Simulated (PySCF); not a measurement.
**Orbital picture of MgPb**

PBE0 at R = 2.831 Å; basis Mg cc-pVDZ, Pb cc-pVDZ-PP with ECP60; scalar-relativistic core potentials; PySCF 2.14. State: ³Σ⁻ (triplet), unpaired electrons π ↑↑. Only the outer orbitals are listed, counted within each symmetry, core potentials removing the inner ones.

```json
{"spin": "α", "orbital": "7σ", "occ.": "1", "ε (eV)": "-13.44", "on Mg (%)": "5", "main shells (%)": "94 Pb s"}
{"spin": "α", "orbital": "8σ", "occ.": "1", "ε (eV)": "-6.39", "on Mg (%)": "63", "main shells (%)": "61 Mg s, 34 Pb p"}
{"spin": "α", "orbital": "4π", "occ.": "1", "ε (eV)": "-4.60", "on Mg (%)": "13", "main shells (%)": "87 Pb p, 11 Mg p"}
{"spin": "α", "orbital": "4π", "occ.": "1", "ε (eV)": "-4.60", "on Mg (%)": "13", "main shells (%)": "87 Pb p, 11 Mg p"}
{"spin": "α", "orbital": "9σ", "occ.": "0", "ε (eV)": "-2.60", "on Mg (%)": "62", "main shells (%)": "37 Pb p, 33 Mg s, 29 Mg p"}
{"spin": "α", "orbital": "5π", "occ.": "0", "ε (eV)": "-0.72", "on Mg (%)": "89", "main shells (%)": "88 Mg p, 10 Pb p"}
{"spin": "α", "orbital": "5π", "occ.": "0", "ε (eV)": "-0.72", "on Mg (%)": "89", "main shells (%)": "88 Mg p, 10 Pb p"}
{"spin": "β", "orbital": "7σ", "occ.": "1", "ε (eV)": "-11.94", "on Mg (%)": "7", "main shells (%)": "93 Pb s"}
{"spin": "β", "orbital": "8σ", "occ.": "1", "ε (eV)": "-6.06", "on Mg (%)": "82", "main shells (%)": "80 Mg s, 15 Pb p"}
{"spin": "β", "orbital": "9σ", "occ.": "0", "ε (eV)": "-2.38", "on Mg (%)": "49", "main shells (%)": "50 Pb p, 41 Mg p, 8 Mg s"}
{"spin": "β", "orbital": "4π", "occ.": "0", "ε (eV)": "-1.92", "on Mg (%)": "42", "main shells (%)": "57 Pb p, 42 Mg p"}
{"spin": "β", "orbital": "4π", "occ.": "0", "ε (eV)": "-1.92", "on Mg (%)": "42", "main shells (%)": "57 Pb p, 42 Mg p"}
```

Problem. Which are the highest filled and the lowest empty level, where do they sit, and how wide is the gap?

Solution. Highest filled α 4π at -4.60 eV (in %: 87 Pb p, 11 Mg p); lowest empty α 9σ at -2.60 eV (in %: 37 Pb p, 33 Mg s, 29 Mg p); the gap at PBE0 is 2.00 eV.

- bond order (Mayer): 1.21
- ⟨S²⟩: 2.083
- charge on Mg (Mulliken, basis-dependent): 0.18
- charge on Mg (Löwdin, basis-dependent): 0.20
- dipole moment (positive dipole means Mg(−)Pb(+)): -2.60 D
- polarisability along the bond: 183.5 bohr³
- polarisability across the bond: 93.8 bohr³

These are scalar-relativistic numbers at best; spin–orbit coupling would shift them, the dissociation energy most. The state is the lowest determinant that a PBE0 search found; another state may lie lower at other levels.
